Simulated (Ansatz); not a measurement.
A made-up structure of HTeO2, doublet:

```tsv
atom	x (Å)	y (Å)	z (Å)
O1	0.3398	-0.2159	1.6635
Te2	-0.9302	0.4208	0.5631
O3	-0.1363	0.1038	-1.1837
H4	-2.2692	0.9850	1.4262
```

It is relaxed with PBE-D4/def2-SVP and then PBE0-D4/def2-TZVP (Ansatz 0.2.0). Atoms count as bonded within 1.22 times the sum of their covalent radii (H–H: 0.88 Å). The end point is not checked to be a true minimum.

Question: Does its bonding change? (A judgement: the text doesn't fix the answer.)

Answer: Computed: No: no bond forms or breaks.

Where it ends: The first stage lowers the energy by 1.75 eV in 9 steps. It ends as HTeO₂ ([O][TeH][O]):
```
atom    x (Å)    y (Å)    z (Å)
  O1   0.2550  -0.2538   1.8674
 Te2  -0.5155   0.7823   0.5999
  O3  -0.5846   0.0627  -1.0586
  H4  -2.1510   0.7024   1.0604
```

Labels in which every atom is bracketed show which atoms are joined, not bond orders.

For scale, one of the runs: PBE0-D4/def2-TZVP relaxation, 118 basis functions, launched by `ansatz run in.yaml --threads 2 --pin off --events-out ev --progress --plain --max-ram 4352MiB`. The run took about 34 s on 2 CPU threads of an Arm Neoverse V1 (shared host).
